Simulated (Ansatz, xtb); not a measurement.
## C2LiMg: which of two structures lies lower

Structure X: a doublet given by its coordinates. Structure Y: `[Li][C]#[C][Mg]`, a doublet. Both are isolated molecules in the gas phase, relaxed with B3LYP-D3(BJ)/def2-SVP.

X (Å):

```yaml
atoms:
  - { symbol: C, position_ang: [-0.8059, 0.4800, 0.5199] }
  - { symbol: C, position_ang: [-0.2288, -0.0092, -0.4943] }
  - { symbol: Li, position_ang: [-1.5518, -1.3412, 0.1842] }
  - { symbol: Mg, position_ang: [0.6323, 1.9925, -0.1772] }
```

Close contacts (Å): C1–C2 1.27, C1–Li3 2.00, C1–Mg4 2.20, C2–Li3 2.00, C2–Mg4 2.20.

Y (Å):

```xyz
4

C     0.0000    0.0000   -0.6620
C     0.0000    0.0000    0.5868
Li    0.0000    0.0000   -2.5415
Mg    0.0000    0.0000    2.6168
```

Estimate which is lower in electronic energy at CCSD(T)/def2-TZVPP, and by roughly how much.

Too close to call at this level: CCSD(T)/def2-TZVPP gives E(Y) − E(X) = +0.07 kcal/mol.

The same difference at several levels:

| level | geometry | E(Y) − E(X) (kcal/mol) | departure from the last row (kcal/mol) | job, with rough time for the two |
| --- | --- | --- | --- | --- |
| B3LYP-D3(BJ)/def2-SVP | B3LYP-D3(BJ)/def2-SVP | −3.48 | −3.55 | optimisation, 58 s |
| HF/def2-TZVPP | B3LYP-D3(BJ)/def2-SVP | −1.31 | −1.38 | part of the CCSD(T) run |
| MP2/def2-TZVPP | B3LYP-D3(BJ)/def2-SVP | +0.22 | +0.16 | part of the CCSD(T) run |
| CCSD(T)/def2-TZVPP | B3LYP-D3(BJ)/def2-SVP | +0.07 |  | single point, 59 s |

The largest departure from CCSD(T)/def2-TZVPP is that of B3LYP-D3(BJ)/def2-SVP, 3.55 kcal/mol. A small imaginary or near-zero mode remains, so no thermal terms are given. Levels run at GFN2-xTB geometries aren't shown.

Open shells are spin-unrestricted. The correlated steps freeze 3 core orbitals; the last core shell of Li and Mg is correlated, in a basis made for valence electrons. Run with Ansatz 0.2.0; the last row on 1 thread of Arm Neoverse V2 on a shared host.
